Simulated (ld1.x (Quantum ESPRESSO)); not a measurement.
Plane-wave convergence, PAW potential for gallium (Ga)

```json
{"Element": "gallium (Ga)", "Generator": "ld1.x (Quantum ESPRESSO) 7.5", "Type": "PAW", "Functional": "LDA (PZ)", "Relativity": "scalar-relativistic", "Frozen core": "[Ar] 3d10", "Valence charge": "3", "Reference configuration": "4s2 4p0.5 (charge +0.5)", "Partial waves": "4s (bound): rcut 1.85, rcutus 2.10 bohr; 4s channel at 0.3 Ry: rcut 1.85, rcutus 2.10 bohr; 4p (bound): rcut 1.95, rcutus 2.45 bohr; 4p channel at 1.35 Ry: rcut 1.95, rcutus 2.45 bohr", "Local potential": "all-electron potential smoothed inside 2.30 bohr (lloc = -1)", "Core correction": "a·sin(br)/r model core inside 1.40 bohr", "Augmentation charge": "PSQ, inside the norm-conserving radii"}
```

The pseudo-atom Hamiltonian at the reference potential is diagonalised in spherical Bessel functions j_l(qr) that vanish at 20 bohr, with q² up to the cutoff. All-electron valence levels (Ry): 4s -0.9336, 4p -0.4280.

Problem. How do the lowest levels (Ry) of each channel move with the cutoff, and are there ghosts?

Solution.

```
cutoff (Ry)     s #1     p #1     d #1    f #1    f #2  Σ f·Δε (mRy)
          8  -0.9335  -0.4270  -0.0536  0.0326  0.1438           0.8
         10  -0.9335  -0.4277  -0.0537  0.0326  0.1438           0.4
         12  -0.9335  -0.4279  -0.0538  0.0326  0.1438           0.3
        400  -0.9337  -0.4280  -0.0538  0.0326  0.1438           0.0
```

Result: no extra level below or beside the all-electron valence levels (s, p, d, f tested); 10 mRy is reached at 6 Ry and 1 mRy at 8 Ry.
